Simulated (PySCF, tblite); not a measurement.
Isomers of C4H7NO2Si. Level: GFN2-xTB in tblite, geometry and Hessian alike; calculated harmonic values, unscaled, isolated species. This tight-binding method is rough: wavenumbers can miss measured ones by several per cent, in bad cases by 10 to 20. Modes of hydrogen on silicon can be 10 to 20 % off. One conformer each.

Electronic energies: PBE0/pcSseg-1 single points on the GFN2-xTB geometries (PySCF, gas phase).

```csv
SMILES,"electronic energy, lowest = 0 (kcal/mol)"
C=NC(=C)O[SiH2]C=O,71.1
[H]/N=C1/CO[SiH2]OC1=C,24.8
O=CN[Si@@H]1C=CCO1,0.0
```

**Question.** How do GFN2-xTB zero-point energies change the relative energies?

**Answer.** 
| SMILES | ZPE (kcal/mol) | of it from modes above 1550 cm⁻¹ | electronic (kcal/mol) | with ZPE, lowest = 0 (kcal/mol) | lowest mode (cm⁻¹) | rings |
| --- | --- | --- | --- | --- | --- | --- |
| O=CN[Si@@H]1C=CCO1 | 67.3 | 34.3 | 0.0 | 0.0 | 51 | 1 |
| [H]/N=C1/CO[SiH2]OC1=C | 66.2 | 33.6 | 24.8 | 23.7 | 44 | 1 |
| C=NC(=C)O[SiH2]C=O | 62.9 | 35.3 | 71.1 | 66.7 | 47 | 0 |

The zero-point energies span 4.4 kcal/mol, from `C=NC(=C)O[SiH2]C=O` to `O=CN[Si@@H]1C=CCO1`. The order is unchanged.

**Question.** And how do the electronic energies of GFN2-xTB itself compare?

**Answer.** `O=CN[Si@@H]1C=CCO1` 9.0; `[H]/N=C1/CO[SiH2]OC1=C` 0.0; `C=NC(=C)O[SiH2]C=O` 61.1 kcal/mol, lowest = 0. Against the energies above, taken from the same isomer `O=CN[Si@@H]1C=CCO1`, the largest difference is 33.8 kcal/mol.

**Question.** What do entropy and thermal enthalpy add at 298.15 K and 1 bar (rigid rotor, harmonic oscillator, one conformer each)?

**Answer.** 
```
                SMILES  point group  symmetry number  S (cal/(mol K))  H − H(0) (kcal/mol)  ZPE + H − H(0) − TS (kcal/mol)
    O=CN[Si@@H]1C=CCO1           C1                1             92.4                 6.06                            45.8
[H]/N=C1/CO[SiH2]OC1=C           C1                1             90.4                 5.86                            45.1
    C=NC(=C)O[SiH2]C=O           C1                1             96.6                 6.72                            40.8
```
